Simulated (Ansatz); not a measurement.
Abridged output of a molecular run in Ansatz:

```
Functional definition: HF
659 factors; integrals over basis functions are off by at most 1.2e-3 eV
mean field evaluation 1: about -23342.0460 eV, gradient 1.6e1 eV
mean field evaluation 2: about -23342.1169 eV, gradient 1.6e1 eV
mean field evaluation 4: about -23343.2168 eV, gradient 3.5e0 eV
mean field evaluation 8: about -23343.2737 eV, gradient 2.3e-1 eV
mean field evaluation 32: about -23338.0413 eV, gradient 1.5e-6 eV
mean field -23343.27476932 eV, -857.8495251327 hartree, gradient 2.3e-6 eV, S^2 0.000000; 3 other end points of the search recorded, 0 dependent functions left out; unrestricted orbitals would lower it
determinant -23343.27476932 eV, -857.8495251327 hartree, with singles and doubles -23356.78383027 eV, -858.3459739657 hartree
determinant -23338.04131494 eV, -857.6571992314 hartree, with singles and doubles -23351.84225000 eV, -858.1643742402 hartree
12 core orbitals not correlated: weight in the atoms' cores, before any rotation towards them, 1.000 or more for the frozen orbitals, at most 0.000 for the correlated occupied ones
reference -23343.27476932 eV, -857.8495251327 hartree; 10, 10 occupied and 47, 47 virtual orbitals, 659 factors
second order -12.75759819 eV of doubles, -0.00000000 eV of singles
cycle   1  -13.50816527 eV  change    9.0e-4 eV  update   9.4e-4
cycle   2  -13.50831328 eV  change   -1.5e-4 eV  update   6.0e-4
cycle   3  -13.50785878 eV  change    4.5e-4 eV  update   3.7e-4
cycle   4  -13.50793598 eV  change   -7.7e-5 eV  update   1.1e-4
cycle   5  -13.50811494 eV  change   -1.8e-4 eV  update   4.9e-5
cycle   6  -13.50815435 eV  change   -3.9e-5 eV  update   1.5e-5
cycle   7  -13.50813604 eV  change    1.8e-5 eV  update   5.9e-6
cycle   8  -13.50812947 eV  change    6.6e-6 eV  update   1.8e-6
perturbative correction -0.68359812 eV, -0.0251217674 hartree
Total energy: -23357.46649691 eV, -858.3710615020 hartree
```

Its atoms:

Z-matrix (Å, degrees):
```
C
B 1 1.488
S 1 1.834 2 63.0
S 1 1.589 2 160.3 3 -180.0
H 2 1.180 1 150.6 3 -180.0
```

Task: Which basis set was used?
A. def2-SVPD
B. def2-SVP
C. def2-TZVPP
D. cc-pV(Q+d)Z

Result: B. It gives 69 functions.

Task: Write the keys of the input that set method, charge and spin (a neutral closed shell needs none for the last two).

Result: 
```yaml
correlation: {method: ccsd_t}
```
